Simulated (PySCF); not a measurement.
This PySCF input asks for the NMR shieldings of SMILES C[SiH2]C[C@@H]1C=C[Si@H]1F, C$_{5}$H$_{11}$FSi$_{2}$; the geometry comes from GFN2-xTB.

```python
import basis_set_exchange as bse
import numpy as np
from pyscf import gto, dft
from pyscf.prop import nmr

atoms = """
C     3.283655   -0.320941    0.236039
Si    1.538076   -0.912748   -0.217211
C     0.355413    0.576684   -0.221555
C    -1.077137    0.197487   -0.579798
C    -2.054911    1.348811   -0.510181
C    -2.990966    0.976794    0.368986
Si   -2.177399   -0.681813    0.737268
F    -2.947096   -2.012192    0.228198
H     3.308019    0.132818    1.222486
H     3.654127    0.414530   -0.472082
H     3.982632   -1.150983    0.240649
H     1.077299   -1.901569    0.767342
H     1.557084   -1.528664   -1.551589
H     0.712578    1.325431   -0.935452
H     0.355400    1.062494    0.757564
H    -1.082296   -0.266690   -1.570371
H    -1.966898    2.271197   -1.063924
H    -3.857438    1.538958    0.677258
H    -1.679945   -1.060351    2.043716
"""
names = dict.fromkeys(["C", "Si", "F", "H"], "pcSseg-1")
basis = {el: gto.basis.parse(bse.get_basis(n, elements=[el], fmt="nwchem")) for el, n in names.items()}
mol = gto.M(atom=atoms, basis=basis, charge=0, verbose=0)
mf = dft.RKS(mol, xc="PBE0")
mf.grids.level = 2
mf.grids.alignment = dft.numint.BLKSIZE   # the property module wants whole blocks of grid points
mf.conv_tol = 1e-9
mf.kernel()

calc = nmr.RKS(mf)   # GIAO
C = mf.mo_coeff
Co = C[:, mf.mo_occ > 0]
resp = mf.gen_response(singlet=True, hermi=2)
def vind(x):   # induced exchange potential for any number of trial vectors
    d = np.einsum("pi,xij,qj->xpq", C, 2 * x.reshape(-1, C.shape[1], Co.shape[1]), Co, optimize=True)
    return np.einsum("xpq,pi,qj->xij", resp(d - d.transpose(0, 2, 1)), C, Co, optimize=True).ravel()
mo1, _ = nmr.rhf.solve_mo1(calc, with_cphf=vind)
sigma = calc.kernel(mo1)
for i, s in enumerate(sigma):   # ppm
    print("%2d %-2s %9.2f" % (i, mol.atom_pure_symbol(i), np.trace(s) / 3))
```

Question: What does it print?

Answer: 
```
 0 C     193.48
 1 Si    389.47
 2 C     168.60
 3 C     141.39
 4 C      13.76
 5 C      41.91
 6 Si    344.00
 7 F     348.45
 8 H      31.63
 9 H      31.61
10 H      31.58
11 H      27.59
12 H      27.60
13 H      30.50
14 H      31.13
15 H      29.06
16 H      24.02
17 H      25.66
18 H      26.28
```

These numbers come from an equivalent density-fitted implementation of the same equations, which agrees with the script to about 0.01 ppm for H and up to a few tenths of a ppm for heavy atoms, so last digits may differ.

Question: Turn these shieldings into chemical shifts. δ = σ(ref) − σ, references computed at the same level: TMS for 13C (σ = 186.93 ppm) and 29Si (σ = 349.16 ppm) and 1H (σ = 31.72 ppm); 19F (σ = 170.95 ppm) vs CFCl3.

Answer: Averaging equivalent atoms: C 4: 173.2; C 5: 145.0; C 3: 45.5; C 2: 18.3; C 0: -6.6; Si 6: 5.2; Si 1: -40.3; F 7: -177.5; H 16: 7.70; H 17: 6.06; H 18: 5.44; H 11: 4.13; H 12: 4.12; H 15: 2.66; H 13: 1.21; H 14: 0.58; H 8/9/10: 0.11 ppm. Unscaled 19F shifts against computed CFCl3 carry errors that often reach 10 to 50 ppm.

Size and cost of the density-fitted run: 205 basis functions, 85 s wall time on 1 thread of an Arm Neoverse N1, shared host; peak memory 0.93 GiB.
